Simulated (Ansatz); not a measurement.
Total energies of C$_{2}$H$_{8}$NO$_{2}$Y, SMILES `C[O][Y]([NH2])[O]C`.

```xyz
14

C    -3.133    0.421   -0.132
O    -1.831   -0.048   -0.159
Y     0.129   -0.581   -0.149
N     0.594   -2.613   -0.693
O     1.689    0.633    0.318
C     2.691    1.529    0.649
H    -3.795   -0.267    0.411
H    -3.539    0.532   -1.146
H    -3.202    1.402    0.360
H    -0.062   -3.340   -0.953
H     1.514   -3.036   -0.739
H     2.776    2.331   -0.097
H     3.669    1.032    0.710
H     2.502    2.005    1.620
```

The species carries charge 0 and has multiplicity 1. Correlated methods include outer-core shells of Y, which these sets cover unevenly. Y: def2 effective core potential. All single points use the PBE0-D4/def2-TZVP geometry. It is one conformer, not always the lowest. Basis def2-TZVPP, the Gaussian-basis code of Ansatz.

RPA on PBE orbitals: Hartree–Fock energy of these orbitals -322.64689 Eh, correlation -2.06183 Eh (frozen core).

```
functional  energy without D4 (Eh)  D4 term (kJ/mol)
    revPBE              -324.75442             -63.5
 CAM-B3LYP              -324.66906             -19.1
```

**Question.** Give the same for LDA (SPW92), PBE, BLYP, r2SCAN, B97M-V, PBE0, B3LYP, r2SCANh, r2SCAN0, HSE06 (plane-wave form), BHLYP, LC-ωPBE, ωB97X-V, ωB97M-V, B2PLYP, PBE-QIDH. (Estimate.)

**Answer.** The calculation gave: 
| functional | energy without D4 (Eh) | D4 term (kJ/mol) |
| --- | --- | --- |
| LDA (SPW92) | -322.41405 | – |
| PBE | -324.48041 | -21.6 |
| BLYP | -324.70138 | -46.0 |
| r2SCAN | -324.67608 | -5.8 |
| B97M-V | -324.77116 | – |
| PBE0 | -324.47783 | -18.5 |
| B3LYP | -324.84318 | -34.5 |
| r2SCANh | -324.64792 | -6.2 |
| r2SCAN0 | -324.60744 | -6.8 |
| HSE06 (plane-wave form) | -324.46170 | -17.5 |
| BHLYP | -324.58318 | -28.2 |
| LC-ωPBE | -324.66703 | – |
| ωB97X-V | -324.70085 | – |
| ωB97M-V | -324.62536 | – |
| B2PLYP | -324.52418 | – |
| PBE-QIDH | -324.38829 | – |

B3LYP takes the VWN-RPA correlation (the form of Gaussian; ORCA's B3LYP/G). HSE06 is the plane-wave form, built on full-range PBE exchange. The double hybrids freeze the cores in their second-order part.

LC-ωPBE has ω = 0.4 bohr⁻¹.
